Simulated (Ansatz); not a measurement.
The C1–Ga2 bond of CH5Ga (SMILES [CH3][GaH2]) is stretched (multiplicity 1, the rest rigid).
Geometry at rest (charge 0, multiplicity 1):
```xyz
7

C     -1.561    -0.123     0.001
Ga     0.413     0.030    -0.001
H     -1.989     0.499    -0.788
H     -1.901    -1.149    -0.131
H     -1.954     0.255     0.949
H      1.084     1.455     0.052
H      1.335    -1.246    -0.047
```

Correlated levels freeze the cores. Filled d and f shells under p-block atoms count as core.

Programs: Ansatz (Gaussian orbitals). Values without a source in brackets are computed.

Energies above the point at 1.979 Å (the B3LYP-D3(BJ) bond length), FIC-MRCISD+Q on CASSCF(2,2)/cc-pVTZ (kcal/mol): 10.68 at 1.781 Å; 4.30 at 2.177 Å; 84.95 at 6.334 Å.

Problem. Take the last value as the depth D of a Morse curve D(1 − e^(−a(R − R₀)))², fit a and R₀ to the two near points, and test it at 2.672 and 3.464 Å.

Solution. 
With D = 85.0, both near points (counted from the curve's value at 1.979 Å) are met by a = 1.42 Å⁻¹ and R₀ = 1.996 Å, so k = 2Da² = 342 kcal/(mol Å²). The curve then gives 32.3 and 65.0 kcal/mol; the level itself gives 33.4 and 70.1, so Morse is off by -1.1 and -5.1.

Ansatz is a first-principles code.
